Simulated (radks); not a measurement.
Q: All-electron atom: P in [Ne] 3s2 3p2 5p1 (not the ground configuration). Method: Dirac Kohn-Sham, PBEsol, spin-unpolarised, spherical densities, point nucleus; open shells fill j = l - 1/2 first; computed with a radial shooting solver on a logarithmic mesh with Libxc functionals.

Spin-orbit splittings of the eigenvalues, e(l+1/2) - e(l-1/2), with zeta = 2 splitting/(2l+1) and mean radii in bohr:

shell  occ.  splitting (eV)  zeta (eV)  <r> j=l-1/2  <r> j=l+1/2
2p        6          0.9162     0.6108       0.4838       0.4861
3p        2         0.06555    0.04370        2.139        2.146
5p        1               ?          ?        16.35        16.35

Estimate the 5p splitting.

A: 0.001707 eV (zeta = 0.001138 eV).
